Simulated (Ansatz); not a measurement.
CH3BFNO can be A, `NB1OC1F`, or B, `FC1NBO1`.

Computed with Ansatz on PBE0-D4/def2-TZVP structures; ΔE is electronic, products minus reactants. CCSD(T)/CBS is the MP2 limit (def2-TZVPP, def2-QZVPP) plus CCSD(T) − MP2 in def2-TZVPP, frozen cores. DFT in def2-TZVPP. One conformer a species, not always the lowest.

(1) Which isomer does CCSD(T)/CBS put lower? Give the gap. (Estimate.)

(2) Give E(B) − E(A) in kcal/mol with ωB97M-V, r2SCAN-D4, CCSD/def2-TZVPP, HF/def2-TZVPP, BLYP-D4, CCSD(T)/def2-SVP, LDA (SPW92). (Best estimate.)

(3) Does the order hold for the free energy at 298.15 K (harmonic terms from PBE0-D4)? (An estimate is asked.)

Largest T1 diagnostic: 0.014.

Results:

(1) Computed: B, by 5.3 kcal/mol.

(2) The calculation gave: ωB97M-V -4.5, r2SCAN-D4 -3.3, CCSD/def2-TZVPP -5.8, HF/def2-TZVPP -8.4, BLYP-D4 -0.7, CCSD(T)/def2-SVP -7.4, LDA (SPW92) -4.7. None reverses the order clearly.

(3) The calculation gave: Yes: G(B) − G(A) = -5.2 kcal/mol, for one conformer each.

In def2-TZVPP, CCSD(T) changes the Hartree–Fock value by +2.8 kcal/mol (the triples alone add +0.3 kcal/mol) and MP2 by +3.3 kcal/mol. From r2SCAN to r2SCAN0 (25 % exact exchange), in def2-TZVPP and without D4, E(B) − E(A) moves by −1.6 kcal/mol.
